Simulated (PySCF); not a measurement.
# CH5BrSi: core ionisation energies

Species: CH₅BrSi.
Structure used (PBE0-D3(BJ)/def2-SVP), in Å, numbered top down from 1:
```xyz
8
CH5BrSi angstrom
C     -0.9190    0.3694    0.1341
Si     0.7149   -0.4874   -0.1511
Br     2.3379    1.0483   -0.1387
H     -0.9166    0.8872    1.1045
H     -1.7466   -0.3575    0.1249
H     -1.0971    1.1159   -0.6547
H      1.0262   -1.4725    0.9238
H      0.7567   -1.1703   -1.4757
```

The calculation used PySCF, delta-SCF UKS SCAN, pcX-2 on the ionised atom, pcseg-1 elsewhere, spin-free X2C. Vertical ΔSCF values, vacuum level as zero.

Q: Give the core binding energies atom by atom.

A: 
| atom(s) | bonded to | level | binding energy (eV) | 2p1/2 (eV) | count |
| --- | --- | --- | --- | --- | --- |
| Si2 | Br, C and 2 H | Si 1s | 1847.44 | – | 1 |
| C1 | 3 H and Si | C 1s | 290.66 | – | 1 |
| Si2 | Br, C and 2 H | Si 2p3/2 | 107.57 | 108.20 | 1 |

Q: Which photon energy gives electrons from Si 2p3/2 of Si2 a kinetic energy of 150 eV, and what is their de Broglie wavelength?

A: hν = 107.57 + 150 = 257.57 eV, recoil neglected; λ = 12.264 Å/√(E/eV) = 1.00 Å.

2p3/2 and 2p1/2 are the ΔSCF energy of one spin-free 2p hole plus the eigenvalues of a spin–orbit and ligand-field matrix of the shell. 2p1/2 minus 2p3/2 (ligand field included): Si 0.63 eV. No level of bromine is listed. Isolated species at its PBE0-D3(BJ)/def2-SVP geometry, gas phase.
